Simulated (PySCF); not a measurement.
**Correlation energy of Sr²⁺ (strontium, charge +2)**

[Kr], closed-shell 1S. Computed with PySCF 2.14 in x2c-TZVPPall (8s6p6d2f1g, 79 functions), with scalar relativity by spin-free X2C-1e. Frozen: [Ar] 3d10; 8 electrons correlated.

MP2 pair energies summed by pair of shells (mhartree):

```
 pair   energy  share (%)
4p-4p  -131.68       77.3
4s-4p   -31.96       18.8
4s-4s    -6.68        3.9
```

Total MP2 correlation energy: -170.32 mhartree.

Same-spin part -43.12 and opposite-spin part -127.20 mhartree; SCS-MP2 scales them by 1/3 and 6/5 to -167.02 mhartree.

This basis was not built for core-valence correlation, so the inner-shell part is incomplete.
